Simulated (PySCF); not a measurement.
# Electron correlation in Br⁺ (bromine, charge +1)

[Ar] 3d10 4s1 4p4 4d1, one real determinant (an excited configuration). Calculation: PySCF 2.14, in aug-cc-pVQZ-DK; the spin-free X2C one-electron Hamiltonian (Gaussian nucleus). Frozen: [Ar] 3d10; 6 electrons correlated.

| level | correlation energy (mhartree) |
| --- | --- |
| CCSD | -137.21 |
| (T) | -16.09 |
| CCSD(T) | -153.30 |

Diagnostics: T1 = 0.013, D1 = 0.0327, largest double amplitude 0.404.

The real determinant used has ⟨L²⟩ near 8 against 12 for a pure F term, so it mixes terms. The outer electron is Rydberg-like, and this basis confines it to a smaller radius and binds it less than a complete one would. A double-excitation amplitude exceeds 0.15, a sign of near-degeneracy.

Cost of the coupled-cluster step: about 16 core-seconds, for 6 correlated electrons.

The reference is one real determinant that mixes LS terms of this configuration.
